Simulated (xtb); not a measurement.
C$_{4}$H$_{7}$ (SMILES C=C([CH2-])C), charge -1, singlet, geometry from GFN2-xTB, atoms displaced at random by about 0.05 Å a coordinate; GFN2-xTB in xtb 6.7.1.

Here is a job for xtb.
```
$ xtb mol.xyz --gfn 2 --chrg -1 --opt --json

# file mol.xyz
11

C     -0.20610250     0.16330264     1.43254042
C     -0.01616398     0.08778683     0.05944303
H     -0.28388951     1.13743740     1.97235369
H     -0.19229785    -0.76580759     1.98877210
C      0.05878586     1.15572388    -0.77366718
H      0.21753999     1.09569936    -1.88918432
H     -0.06664316     2.23256218    -0.39990988
C      0.10409975    -1.22897454    -0.62667454
H      0.36753930    -2.02818651     0.11435682
H     -0.85443233    -1.45520838    -1.00533281
H      0.83982387    -1.31206415    -1.33418182
```

The log (banner, timings and long lists left out):

```
   ID    Z sym.   atoms
    1    6 C      1, 2, 5, 8
    2    1 H      3, 4, 6, 7, 9-11

           -------------------------------------------------
          |                Calculation Setup                |
           -------------------------------------------------

           -------------------------------------------------
          |                 G F N 2 - x T B                 |
           -------------------------------------------------

          ...................................................
          :                      SETUP                      :
          :.................................................:
          :  # basis functions                  23          :
          :  # atomic orbitals                  23          :
          :  # shells                           15          :
          :  # electrons                        24          :
          :  max. iterations                   250          :
          :  Hamiltonian                  GFN2-xTB          :
          :  restarted?                      false          :
          :  GBSA solvation                  false          :
          :  PC potential                    false          :
          :  electronic temp.          300.0000000     K    :
          :  accuracy                    1.0000000          :
          :  -> integral cutoff          0.2500000E+02      :
          :  -> integral neglect         0.1000000E-07      :
          :  -> SCF convergence          0.1000000E-05 Eh   :
          :  -> wf. convergence          0.1000000E-03 e    :
          :  Broyden damping             0.4000000          :
          :  net charge                         -1          :
          :  unpaired electrons                  0          :
          ...................................................

 iter      E             dE          RMSdq      gap      omega  full diag
   1    -12.3541961 -0.123542E+02  0.359E+00    4.63       0.0  T
   2    -12.4107669 -0.565707E-01  0.173E+00    3.73       1.0  T
   3    -12.4162256 -0.545871E-02  0.994E-01    4.06       1.0  T
   4    -12.4171198 -0.894242E-03  0.417E-01    3.90       1.0  T
   5    -12.4173953 -0.275473E-03  0.196E-01    3.92       1.0  T
   6    -12.4176579 -0.262648E-03  0.556E-02    3.92       1.0  T
   7    -12.4176624 -0.442998E-05  0.254E-02    3.92       1.2  T
   8    -12.4176627 -0.373368E-06  0.204E-03    3.92      14.8  T
   9    -12.4176627 -0.410430E-08  0.472E-04    3.92      63.8  T
[...]
         :: total energy             -12.206380095314 Eh    ::
 * total energy  :   -12.2063801 Eh     change       -0.3563017E-10 Eh
 * total energy  :   -12.2174545 Eh     change       -0.1107440E-01 Eh
 * total energy  :   -12.2189264 Eh     change       -0.1471884E-02 Eh
 * total energy  :   -12.2189902 Eh     change       -0.6383293E-04 Eh
 * total energy  :   -12.2190018 Eh     change       -0.1155716E-04 Eh
 * total energy  :   -12.2190048 Eh     change       -0.3020291E-05 Eh
   *** GEOMETRY OPTIMIZATION CONVERGED AFTER 6 ITERATIONS ***
         :: total energy             -12.219004788340 Eh    ::
[...]
     7   1 H        0.925    -0.093     5.314     3.605
     8   6 C        3.761    -0.068    21.850     6.663
     9   1 H        0.924    -0.020     3.434     2.898
    10   1 H        0.924    -0.025     3.535     2.940
    11   1 H        0.924    -0.022     3.460     2.909

 Mol. C6AA /au·bohr⁶  :       1340.701392
 Mol. C8AA /au·bohr⁸  :      28390.732708
 Mol. α(0) /au        :         57.947856

Wiberg/Mayer (AO) data.
largest (>0.10) Wiberg bond orders for each atom

 ---------------------------------------------------------------------------
     #   Z sym  total        # sym  WBO       # sym  WBO       # sym  WBO
 ---------------------------------------------------------------------------
     1   6 C    3.752 --     2 C    1.485     3 H    0.974     4 H    0.972
                             5 C    0.285
     2   6 C    3.963 --     1 C    1.485     5 C    1.483     8 C    0.989
     3   1 H    0.991 --     1 C    0.974
     4   1 H    0.989 --     1 C    0.972
     5   6 C    3.748 --     2 C    1.483     7 H    0.974     6 H    0.973
                             1 C    0.285
     6   1 H    0.989 --     5 C    0.973
     7   1 H    0.991 --     5 C    0.974
     8   6 C    3.980 --     2 C    0.989     9 H    0.987    11 H    0.986
                            10 H    0.982
     9   1 H    1.000 --     8 C    0.987
    10   1 H    0.999 --     8 C    0.982
    11   1 H    1.000 --     8 C    0.986
 ---------------------------------------------------------------------------

Topologies differ in total number of bonds
Writing topology from bond orders to xtbtopo.mol

molecular dipole:
                 x           y           z       tot (Debye)
 q only:        0.092      -0.875      -0.397
   full:        0.086      -1.021      -0.472       2.868
molecular quadrupole (traceless):
                xx          xy          yy          xz          yz          zz
 q only:        5.519      -0.021      -1.465       1.118       1.622      -4.054
  q+dip:        3.177      -0.152      -0.481       0.809       1.440      -2.696
   full:        3.360      -0.183      -0.373       0.860       1.670      -2.987

optimized geometry written to: xtbopt.xyz

           -------------------------------------------------
          | TOTAL ENERGY              -12.219004788340 Eh   |
          | GRADIENT NORM               0.000520384167 Eh/α |
          | HOMO-LUMO GAP               3.856440263190 eV   |
           -------------------------------------------------
```
